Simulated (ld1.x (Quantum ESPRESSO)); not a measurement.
Reading a pseudo-wave (Er)

Columns: radius, all-electron u(r) and pseudo u(r) of the 6s shell (level -4.06 eV) of erbium in the configuration [Kr] 4d10 4f12 5s2 5p6 5d0 6s1.75 6p0.25; PBE, scalar-relativistic, PAW scheme, ld1.x (Quantum ESPRESSO) 7.5.

```
r (bohr)  all-electron   pseudo
   0.150        0.0976   0.2158
   0.300       -0.0777   0.4042
   0.450       -0.1364   0.5426
   0.600        0.0133   0.6167
   0.750        0.1656   0.6228
   0.900        0.2418   0.5671
   1.050        0.2423   0.4639
   1.200        0.1897   0.3316
   1.350        0.1068   0.1890
   1.500        0.0110   0.0516
   1.650       -0.0862  -0.0708
   1.800       -0.1777  -0.1743
   1.950       -0.2599  -0.2600
   2.100       -0.3311  -0.3313
   2.250       -0.3910  -0.3910
   2.400       -0.4400  -0.4400
   2.550       -0.4790  -0.4790
   2.700       -0.5091  -0.5091
   2.850       -0.5311  -0.5311
   3.000       -0.5462  -0.5462
   3.150       -0.5553  -0.5553
   3.300       -0.5593  -0.5593
   3.450       -0.5587  -0.5587
   3.600       -0.5542  -0.5542
   3.750       -0.5464  -0.5464
   3.900       -0.5357  -0.5357
```

Q: How many radial nodes do the two functions have?

A: The all-electron 6s function has n − l − 1 = 5 (the table is too coarse to show those close to the nucleus); the pseudo-wave has 1, since 1 lower shell of the same l stays in the valence.

Q: At about which radius was the pseudo-wave matched?

A: 2.25 bohr. The columns agree to 0.0005 from 1.95 bohr on; several derivatives are matched, so the curves merge somewhat inside the radius.

Q: Is the pseudo-wave norm-conserving?

A: No, it belongs to a PAW set: the norm inside the radius is not constrained, and the difference is carried by the augmentation charge.
